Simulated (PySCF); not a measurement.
Computed properties of 1-bromo-2,2-dichloro-1-fluoroethene (C₂BrCl₂F), SMILES FC(Br)=C(Cl)Cl

1-bromo-2,2-dichloro-1-fluoroethene (C2BrCl2F), SMILES BrC(F)=C(Cl)Cl. Coordinates come from a PBE0-D3(BJ)/def2-SVP optimisation. The values are those of a single conformer. All values are computed for the isolated molecule unless a solvent is named; none is compared with measurement here.

**Structure.** The optimised structure has Cs symmetry. All 12 harmonic modes at PBE0-D3(BJ)/def2-SVP (PySCF) are real, so it is a minimum. With heavy atoms numbered as in [F:1][C:2]([Br:3])=[C:4]([Cl:5])[Cl:6], the shortest bond between them is F1–C2 at 1.315 Å and the longest C2–Br3 at 1.859 Å.

**Vibrations.** The strongest infrared lines (harmonic, unscaled, degenerate partners summed) lie at 1239 cm⁻¹ (133 km/mol, C 71 %, F 29 %), 823 cm⁻¹ (124 km/mol, C 78 %, Cl 14 %), 1008 cm⁻¹ (107 km/mol, C 86 %, Cl 10 %). The softest mode is at 110 cm⁻¹ and the zero-point energy is 10.5 kcal/mol.

**Electronic structure.** CAM-B3LYP/def2-TZVP (PySCF) places the frontier levels at -8.56 and 0.39 eV, a gap of 8.95 eV, and gives a dipole moment of 0.61 D and a mean polarisability of 67.4 bohr³. PBE/def2-TZVP (PySCF) at the same geometry gives -6.06 and -1.72 eV, so its gap is 4.61 eV narrower. An orbital gap is neither the optical nor the fundamental gap.

**Excitations.** TDA-CAM-B3LYP/def2-SVPD (PySCF) has S1 at 5.18 eV (239 nm, f = 0.000, dark); the most intense of the 10 singlets computed lies at 6.57 eV (f = 0.53). T1 (TDA) is at 3.71 eV, 1.47 eV under S1. TDA-PBE/def2-SVPD (PySCF) puts S1 at 4.47 eV. No vertical singlet excitation falls in the visible range (under 3.1 eV).

**NMR.** GIAO shifts at HF/pcSseg-1 (PySCF) (non-relativistic, atoms alike by connectivity averaged): ¹³C from 130.4 to 160.2 ppm against TMS; ¹⁹F at -63.4 ppm against CFCl3. Without spin–orbit terms, shifts of atoms bonded to Cl or Br come out too high.

**Solvation.** SMD-M06-2X/6-31G* (PySCF) gives 1.6 kcal/mol in water, -2.8 kcal/mol in ethanol, -2.7 kcal/mol in methanol (1 M in both phases, gas-phase geometry).
